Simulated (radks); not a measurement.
The numbers below are computed, except where a source is named.
Fractional charge and spin in the 4s shell of scandium: the spin-up occupation runs from 0 to 1 and the spin-down occupation from 0 to 1; the fullest corner is Sc, [Ar] 3d(up 0.5, down 0.5) 4s(up 1, down 1). Code: a radial shooting solver on a logarithmic mesh with Libxc functionals. Model: scalar-relativistic Kohn-Sham, LDA (Slater exchange, Perdew-Wang correlation), spin-polarised, spherical densities, finite nucleus; Fermi nuclear charge, rms radius of each element as measured or else 0.836 A^(1/3) + 0.57 fm. Energy (eV) minus the two flat planes that join the four corners (they meet along the diagonal where the two added fractions sum to one electron); zero is where a piecewise linear energy would lie.

\begin{tabular}{lrrrrr}
down \ up & 0 & 0.25 & 0.5 & 0.75 & 1 \\ \hline
0 & 0.000 & -0.522 & -0.710 & -0.538 & 0.000 \\
0.25 & -0.522 & -0.640 & -0.416 & 0.162 & -0.483 \\
0.5 & -0.710 & -0.416 & 0.215 & -0.388 & -0.644 \\
0.75 & -0.538 & 0.162 & -0.388 & -0.601 & -0.482 \\
1 & 0.000 & -0.483 & -0.644 & -0.482 & 0.000 \\
\end{tabular}

Corners above the fullest one (they belong to Sc+ and the next ion): (up 1, down 0) 6.846 eV, (up 0, down 1) 6.846 eV, (up 0, down 0) 20.016 eV. With half an added electron in each spin the energy lies 0.215 eV from the planes, and with half an added electron in spin up alone -0.710 eV. The planes are only a guide here: the flat-plane condition holds for ground states with one frontier orbital, while this shell lies below other occupied shells, so the corners above the fullest one are inner-hole states and not the ground states of those ions.
